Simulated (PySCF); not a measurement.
H4O3SSi, SMILES O[Si](O)(O)S. The structure is a stationary point at PBE-D3(BJ)/def2-SVP. The values are those of a single conformer.

Problem. Give the equilibrium geometry at PBE-D3(BJ)/def2-SVP (PySCF confirms it by a frequency run) as bond lengths and angles. (An estimate is asked for; the answer gives what the named calculation found.)

Solution. One answer among several that fit: 
Atoms: O1 Si2 O3 O4 S5 H6 H7 H8 H9. Bonded distances (Å): O1–Si2 1.666, O1–H6 0.975, Si2–O3 1.670, Si2–O4 1.667, Si2–S5 2.149, O3–H7 0.974, O4–H8 0.973, S5–H9 1.362. Bond angles (°): Si2–O1–H6 112.3, O1–Si2–O3 116.7, O1–Si2–O4 105.5, O1–Si2–S5 105.3, O3–Si2–O4 105.5, O3–Si2–S5 106.9, O4–Si2–S5 117.5, Si2–O3–H7 113.9, Si2–O4–H8 114.4, Si2–S5–H9 92.1.
Charge 0, spin multiplicity 1.
